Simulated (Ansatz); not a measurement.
A made-up structure of GaH$_{2}$S, doublet:

S1  (-1.730, 0.560, -0.795)
Ga2  (0.167, -0.054, 0.076)
H3  (0.607, -1.532, -0.161)
H4  (-3.048, 0.896, -0.821)
(Å)

It is relaxed with PBE-D4/def2-SVP and then PBE0-D4/def2-TZVP (Ansatz 0.2.0). Atoms count as bonded within 1.22 times the sum of their covalent radii (H–H: 0.88 Å). The end point is not checked to be a true minimum.

(1) Does its bonding change? (A judgement: the text doesn't fix the answer.)

Results:

(1) The calculation gives: No: no bond forms or breaks.

Where it ends: The first stage lowers the energy by 1.07 eV in 8 steps. It ends as GaH₂S ([SH][GaH]):
```xyz
4
angstrom
S -1.8353 0.3335 -1.2864
Ga -0.3789 -0.2913 0.2711
H 0.7907 -1.2539 -0.2248
H -2.5821 1.0827 -0.4598
```

Labels in which every atom is bracketed show which atoms are joined, not bond orders.

For scale, one of the runs: PBE0-D4/def2-TZVP relaxation, 97 basis functions, launched by `ansatz run in.yaml --threads 2 --pin off --events-out ev --progress --plain --max-ram 4352MiB`. The run took about 15 s on 2 CPU threads of an Arm Neoverse V2 (shared host).
